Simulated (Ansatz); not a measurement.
One change: `C[O][Al]([Cl])[Cl]` becomes `C[O][In]([Cl])[Cl]`.

Ansatz, PBE0-D4/def2-TZVP geometries, multiplicity 1. Each molecule was computed in one conformer, which needn't be the lowest.

Elements past krypton have def2 core potentials.

| property | `C[O][Al]([Cl])[Cl]` |
| --- | --- |
| HOMO energy (PBE/def2-TZVPP) / eV | -7.13 |
| HOMO energy (PBE0/def2-TZVPP) / eV | -8.67 |
| HOMO–LUMO gap (ωB97M-V/def2-TZVPP) / eV | 11.92 |
| LUMO energy (ωB97M-V/def2-TZVPP) / eV | 0.85 |
| LUMO energy (B3LYP/def2-TZVPP) / eV | -1.13 |
| LUMO energy (PBE/def2-TZVPP) / eV | -1.72 |

(1) What does the change do to each property? (Estimate.)

Results:

(1) Computed: 
```tsv
property	`C[O][In]([Cl])[Cl]`	shift
HOMO energy (PBE/def2-TZVPP) / eV	-6.72	0.41
HOMO energy (PBE0/def2-TZVPP) / eV	-8.22	0.45
HOMO–LUMO gap (ωB97M-V/def2-TZVPP) / eV	10.05	-1.87
LUMO energy (ωB97M-V/def2-TZVPP) / eV	-0.55	-1.40
LUMO energy (B3LYP/def2-TZVPP) / eV	-2.83	-1.70
LUMO energy (PBE/def2-TZVPP) / eV	-3.40	-1.68
```

With PBE0 the HOMO rises by 0.45 eV and the LUMO falls by 1.67 eV, so the gap narrows by about 2.12 eV. PBE moves the HOMO by 0.41 eV and ωB97M-V by 0.46 eV.

B3LYP here is the variant with VWN-RPA as its local correlation; programs differ in this.
